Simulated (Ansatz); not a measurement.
`C[SiH](F)I` + HCl → `F[SiH](Cl)I` + CH₄ at 400 K and 1 bar (ligand exchange at the Si–C bond).

Computed with Ansatz on PBE0-D4/def2-TZVP structures; ΔE is electronic, products minus reactants. CCSD(T)/CBS is the MP2 limit (def2-TZVPP, def2-QZVPP) plus CCSD(T) − MP2 in def2-TZVPP, frozen cores. This one scheme is used for every species. Elements past krypton have def2 core potentials. For I outer-core shells are correlated without core-valence functions, which leaves a few kJ/mol of doubt a bond.

```json
{"species": "`C[SiH](F)I`", "CCSD(T)/CBS energy (Eh)": "-726.89319", "H − E (kJ/mol)": "157.8", "S (J/(mol·K))": "366.5"}
{"species": "HCl", "CCSD(T)/CBS energy (Eh)": "-460.38127", "H − E (kJ/mol)": "29.6", "S (J/(mol·K))": "195.4"}
{"species": "`F[SiH](Cl)I`", "CCSD(T)/CBS energy (Eh)": "-1146.84711", "H − E (kJ/mol)": "62.4", "S (J/(mol·K))": "355.4"}
{"species": "CH₄", "CCSD(T)/CBS energy (Eh)": "-40.46206", "H − E (kJ/mol)": "131.3", "S (J/(mol·K))": "197.2"}
```

H − E and S are ideal-gas, rigid-rotor, harmonic terms from PBE0-D4/def2-TZVP, for one conformer and one mirror image of each species. 1 Eh = 2625.50 kJ/mol, R = 8.31446 J/(mol·K).

Q: By hand: ΔE, ΔH, ΔS and ΔG.

A: ΔE = (-1146.84711) + (-40.46206) − (-726.89319) − (-460.38127) = -0.03471 Eh = -91.1 kJ/mol. Δ(H − E) = 62.4 + 131.3 − 157.8 − 29.6 = 6.3, so ΔH = -84.8 kJ/mol. ΔS = 355.4 + 197.2 − 366.5 − 195.4 = -9.3 J/(mol·K). ΔG = -84.8 − 400 × (-9.3)/1000 = -81.1 kJ/mol.

Q: By hand: the equilibrium constant, and the temperature at which ΔG would vanish if ΔH and ΔS stayed fixed.

A: log₁₀ K = −ΔG/(RT ln 10) = 10.6. ΔG = 0 at ΔH/ΔS = 9118 K, far beyond where these terms or the molecules hold.

The number of gas molecules stays the same, so ΔS is small and ΔH decides. A doubt of 5 kJ/mol in ΔE shifts log₁₀ K by 0.7 here. Other conformers and mirror images would add mixing entropy, several J/(mol·K) or more a flexible species. These are equilibria of isolated gas molecules and say nothing of rates. Largest T1 diagnostic: 0.009 (customary marks: 0.02 for closed shells, 0.045 for open ones).
